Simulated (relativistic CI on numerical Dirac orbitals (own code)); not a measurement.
# Mn⁶⁺: K-alpha X-ray emission

Computed with this model: Dirac-Coulomb-Breit CI, orbitals from a KLI potential per configuration, QED by a radiative potential, valence Slater integrals scaled by 0.8, multiplet model of X-ray emission after core ionisation; configurations [Ar] 3d → 1s 2s2 2p6 3s2 3p6 3d → [He] 2s2 2p5 3s2 3p6 3d; 80 K; Lorentzian 1.26 eV and Gaussian 0.6 eV FWHM. Energies are those of the free ion, without screening or charge transfer. S is read from ⟨S²⟩ = S(S + 1).

Field parameters in Wybourne normalisation: D3d B²₀ = −7Dσ, B⁴₀ = −14Dq − 21Dτ, B⁴₃ = −14√(10/7) Dq. The field is a parameter set, without covalency.

free ion: ground-state S = 0.50, centroid 5890.42 eV. Peaks (eV, height): 5880.4 (27), 5884.0 (50), 5890.2 (14), 5894.2 (100).

D3d, 10Dq = 19250, Dσ = -1200, Dτ = -120 cm⁻¹: ground-state S = 0.50, centroid 5890.49 eV. Peaks (eV, height): 5879.0 (9), 5883.8 (53), 5888.6 (10), 5894.2 (100).

Strongest unbroadened transitions for D3d, 10Dq = 19250, Dσ = -1200, Dτ = -120 cm⁻¹:

| Energy (eV) | Relative strength |
| --- | --- |
| 5882.28 | 39.7 |
| 5882.29 | 21.8 |
| 5883.30 | 25.2 |
| 5883.82 | 36.7 |
| 5883.97 | 62.5 |
| 5883.98 | 85.3 |
| 5892.93 | 24.7 |
| 5893.30 | 25.2 |
| 5893.41 | 30.9 |
| 5893.72 | 49.1 |
| 5893.73 | 32.5 |
| 5894.03 | 100.0 |
| 5894.31 | 28.4 |
| 5894.37 | 69.1 |
| 5894.92 | 32.1 |
| 5894.93 | 28.1 |
| 5895.14 | 57.5 |
| 5895.42 | 48.9 |
